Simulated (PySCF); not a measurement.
A structure optimised at PBE-D3(BJ)/def2-SVP, used in a PySCF frequency run:

```
Ge
H 1 1.5531
H 1 1.5531 2 107.60
H 1 1.5531 2 107.60 3 -115.68
Zn 1 2.3843 2 111.29 4 -122.16
I 5 2.4615 2 153.86 1 -180.00
```
Charge 0, spin multiplicity 1.

Write its SMILES, formula and point group.

[GeH3][Zn][I], GeH3IZn, C3v

What are its rotational constants (standard atomic weights)?

79.802, 0.44026, 0.44026 GHz
